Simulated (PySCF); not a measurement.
Geometry (Å), atoms numbered from 1 in this order:
```xyz
16

F    -3.759    0.310   -0.236
C    -2.436    0.087   -0.149
C    -1.961   -1.212   -0.084
C    -0.603   -1.444    0.004
C     0.299   -0.380    0.030
O     1.604   -0.663    0.115
Si    2.969    0.234    0.169
C    -0.181    0.924   -0.036
C    -1.542    1.149   -0.124
F    -1.991    2.414   -0.186
H    -2.665   -2.027   -0.104
H    -0.219   -2.450    0.055
H     3.933   -0.848    0.257
H     2.955    1.112    1.339
H     3.095    1.041   -1.046
H     0.496    1.762   -0.018
```

How the numbers were obtained: geometry: GFN2-xTB, σ from GIAO-PBE0/pcSseg-1, in PySCF 2.14 (fast rotation and ring inversion assumed for equivalent nuclei, one conformer, no relativistic terms, gas phase).

Problem. Predict the 2D correlation tables (HSQC, COSY, HMBC).

Solution. 

HSQC (one-bond C–H):
```
        δH          δC
7.41 (H11)  125.0 (C3)
6.97 (H12)  121.1 (C4)
6.65 (H16)  109.0 (C8)
```

COSY cross peaks (H two or three bonds apart, from the bond graph; peaks can be absent where the dihedral angle is near 90°):
```
        δH          δH
7.41 (H11)  6.97 (H12)
```

HMBC (two and three bonds, from the bond graph):
```
                δH                                              δC
        7.41 (H11)  160.3 (C9), 158.1 (C5), 154.9 (C2), 121.1 (C4)
        6.97 (H12)  158.1 (C5), 154.9 (C2), 125.0 (C3), 109.0 (C8)
        6.65 (H16)  160.3 (C9), 158.1 (C5), 154.9 (C2), 121.1 (C4)
5.14 (H13/H14/H15)                                      158.1 (C5)
```

δ = σ(ref) − σ, references computed at the same level: TMS for 1H (σ = 31.72 ppm), 13C (σ = 186.93 ppm).

Shifts are as computed. Against solution values, carbons near 30 ppm lie about +3 ppm off and those near 130 ppm about +5 ppm. Of 1211 compounds with measured shifts, 218 miss one by over three times the rms of a fit or turn the order of signals round; such compounds aren't used in these exercises.
